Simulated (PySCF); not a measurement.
A structure optimised at B3LYP-D3(BJ)/def2-SVP, used in a PySCF frequency run:

```xyz
3

In     0.0000     0.0000     0.0000
Br     0.0000     0.0000    -2.3957
Br     0.0000     0.0000     2.3957
```
Charge +1, spin multiplicity 1.

Write its SMILES, formula and point group.

[Br][In+][Br], Br2In, D∞h

What are its rotational constants (standard atomic weights)?

0.55099 GHz (linear rotor, B only)
